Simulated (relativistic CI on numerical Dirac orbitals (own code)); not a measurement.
**Ti3+ in a cubic cluster: 2p photoemission with charge transfer**

Computed with a charge-transfer multiplet model of a cubic metal-ligand cluster with up to 2 ligand holes, Slater and spin-orbit integrals from Dirac-Coulomb-Breit ions, Slater integrals scaled by 0.9. The ground state mixes d1 with configurations of k ligand holes L, whose averages lie at kΔ + k(k − 1)U_dd/2; a core hole lowers each added d electron by U_cd. 300 K, Lorentzian 0.6 eV and Gaussian 0.8 eV FWHM.

Atomic integrals in eV (Slater integrals scaled, ζ unscaled), ground: F2dd 7.400, F4dd 4.602, zeta_d 0.017; with the core hole: F2dd 7.400, F4dd 4.602, zeta_d 0.032, zeta_core 3.741, F2cd 5.699, G1cd 4.259, G3cd 2.418. Where a configuration has fewer than two d electrons, the dd integrals are those of d2.

Cluster parameters (eV): U_dd = 4.2, U_cd = 4.7, 10Dq = 1.65, 10Dq(ligand) = 1.5, V(eg) = 3.25, V(t2g) = -1.76, final-state hopping factor = 1.

```tsv
Case	n_d	d1	d2L	d3L2	S
Δ = 3.4 eV	1.75	0.38	0.49	0.13	0.50
Δ = 4.4 eV	1.68	0.43	0.46	0.11	0.50
Δ = 6.4 eV	1.54	0.53	0.40	0.07	0.50
```

Weights, n_d and S are thermal averages at 300 K. Binding energies count from the first peak over 30 % of the highest in each spectrum, which can be another peak from case to case. The parameters are a model scan and need not match a compound or its usual spin state. Peaks in eV (height, largest 100):
- Δ = 3.4 eV: 0.0 (100), 5.5 (36), 13.3 (6)
- Δ = 4.4 eV: 0.0 (100), 5.5 (39), 12.9 (6)
- Δ = 6.4 eV: 0.0 (100), 5.5 (44), 12.5 (6)

Curve for Δ = 6.4 eV (points under 2 left out, the grid thinned):

E (eV), Intensity and a bar:
```
     -3.5        2.1 
     -3.1        2.7 
     -2.6        4.1 #
     -2.2        6.1 #
     -1.8       10.9 ###
     -1.3       28.1 ########
     -0.9       55.7 ################
     -0.5       85.1 #########################
      0.0      100.0 ##############################
      0.4       85.5 ##########################
      0.8       56.6 #################
      1.3       31.0 #########
      1.7       19.2 #####
      2.1       11.7 ###
      2.5        8.3 ##
      3.0        7.2 ##
      3.4        8.5 ##
      3.8       10.9 ###
      4.3       13.7 ####
      4.7       21.2 ######
      5.1       34.9 ##########
      5.6       44.3 #############
      6.0       36.2 ##########
      6.4       27.3 ########
      6.9       21.5 ######
      7.3       16.9 #####
      7.7       12.2 ###
      8.2        8.6 ##
      8.6        7.4 ##
      9.0        7.2 ##
      9.5        6.5 #
      9.9        5.0 #
     10.3        3.7 
     10.7        3.2 
     11.2        3.4 
     11.6        4.2 #
     12.0        5.5 #
     12.5        6.3 #
     12.9        5.8 #
     13.3        4.5 #
     13.8        3.0 
     14.2        2.2 
     18.2        2.7 
     18.7        2.8 
     19.1        2.1
```

For the case Δ = 4.4 eV, Δ = 4.4 eV is larger than U_dd = 4.2 eV, the Mott-Hubbard side of the Zaanen-Sawatzky-Allen scheme. With the core hole the configuration with one ligand hole lies at Δ − U_cd = -1.3, -0.3, 1.7 eV from the one without, in the order of the table; where this is negative the screened configuration lies lower, though the effective hopping of about 7.2 eV (from the holes of the mixed ground state) mixes the two strongly wherever it is as large as the gap.

With at most 2 ligand holes the space is cut while the next configuration still counts, so covalency is underestimated, and a final configuration with one more ligand hole, which can lie low, is missing from the spectra.
